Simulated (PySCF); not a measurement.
C3H7BO3, SMILES OB1OCC[C@H]1O.

Coordinates come from a B3LYP-D3(BJ)/def2-SVP optimisation. The structure was generated by enumeration; whether it is a known compound was not checked. Other conformers were not sampled.

Two levels are set side by side: TDA-PBE/def2-SVPD (PySCF) and TDA-PBE0/def2-SVPD (PySCF). Vertical, same geometry. The lowest singlet is HOMO→LUMO 99 % with PBE and HOMO→LUMO 83 %, HOMO→LUMO+1 15 % with the other functional; states are paired by order. Differences are taken from unrounded values.

```tsv
quantity	TDA-PBE0
lowest singlet excitation (eV)	6.50
lowest triplet excitation (TDA) (eV)	6.19
```

Task: What does TDA-PBE give, and how far is it from TDA-PBE0? (Estimate from the structure and the level; the computed values follow.)

Result: 
```
quantity                              TDA-PBE  TDA-PBE minus TDA-PBE0
------------------------------------  -------  ----------------------
lowest singlet excitation (eV)           5.37                   -1.13
lowest triplet excitation (TDA) (eV)     5.26                   -0.92
```

A lower first singlet is the usual sign of a functional without exact exchange. Differences between two approximate levels are no errors against the true value.

Rough cost on one machine, each run with all the roots and properties that it gave: TDA-PBE0 against TDA-PBE about 2 times.
